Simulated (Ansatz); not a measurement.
`C=CC(O)=S` + SiH₄ → `C=CC([SiH3])=S` + H₂O  (formal exchange of groups at a C–O bond)

Computed with Ansatz on PBE0-D4/def2-TZVP structures; ΔE is electronic, products minus reactants. CBS: MP2 limit from def2 TZ/QZ plus the TZ coupled-cluster correction, frozen cores. This one scheme is used for every species. One conformer a species, not always the lowest.

```
         level  ΔE (kcal/mol)
MP2/def2-TZVPP            0.9
 HF/def2-QZVPP            7.3
```

(1) What does CCSD(T)/CBS give? (Best estimate.)

Largest T1 diagnostic among the species: 0.018.

Results:

(1) Ansatz gave: +0.3 kcal/mol. The listed levels differ from it by 0.6, 7.0 kcal/mol.

In def2-TZVPP, CCSD(T) changes the Hartree–Fock value by −5.5 kcal/mol (the triples alone add −0.4 kcal/mol) and MP2 by −6.7 kcal/mol. The D4 term adds −1.9 kcal/mol with B3LYP and −1.1 kcal/mol with PBE0; it sums over pairs of atoms, weighted by their polarisabilities, and B3LYP, whose exchange is more repulsive, gets the larger term.

B3LYP here is the variant with VWN-RPA as its local correlation; programs differ in this.
